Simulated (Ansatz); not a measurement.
This geometry of BH4NO + H2S (10 atoms, charge 0, multiplicity 1) is a first-order saddle point.

The calculation used RKS B3LYP-D4/6-31G* (Ansatz 0.2.0).

```xyz
10
Properties=species:S:1:pos:R:3
B 0.063 -0.111 0.275
N -0.038 0.066 1.793
H -0.838 -0.368 2.250
H 0.825 -0.140 2.297
O 1.333 -0.332 -0.150
H 1.393 -0.368 -1.115
H -0.931 -0.350 -0.334
S -0.279 2.548 0.425
H -1.630 2.508 0.363
H -0.187 1.269 1.636
```

Q: Which two structures does it join? (They come from a converged band through this point; their orientation in space is the band's.)

A: Bonds broken: S8–H10. Bonds formed: B1–S8, N2–H10. BH4NO + H2S becomes BH6NOS.

First end point:

```xyz
10
Properties=species:S:1:pos:R:3
B 0.158 -0.676 0.394
N -0.054 -0.471 1.773
H -0.781 -0.944 2.288
H 0.622 0.010 2.352
O 1.241 -0.064 -0.189
H 1.265 -0.206 -1.143
H -0.616 -1.343 -0.236
S -0.278 2.951 0.316
H -1.306 3.635 0.862
H -0.538 1.830 1.024
```

Last end point:

```xyz
10
Properties=species:S:1:pos:R:3
B -0.058 0.382 0.241
N -0.162 -0.001 1.850
H -0.242 -1.014 1.971
H 0.695 0.309 2.312
O 1.134 -0.322 -0.111
H 1.388 -0.107 -1.017
H -1.121 0.045 -0.236
S 0.160 2.317 0.180
H -1.127 2.654 -0.051
H -0.953 0.458 2.300
```

Q: How far does it lie above each of them?

A: 23.9 kcal/mol above the first and 22.2 kcal/mol above the second. This is the barrier of this one path; another mechanism may lie lower. The orbitals stay closed-shell, which can raise the energy where a bond breaks towards radicals; this wasn't checked here.

Time of the run: 4 min on 1 thread of Intel(R) Xeon(R) Platinum 8488C (Sapphire Rapids), with other jobs on the host, peak memory 0.19 GiB.
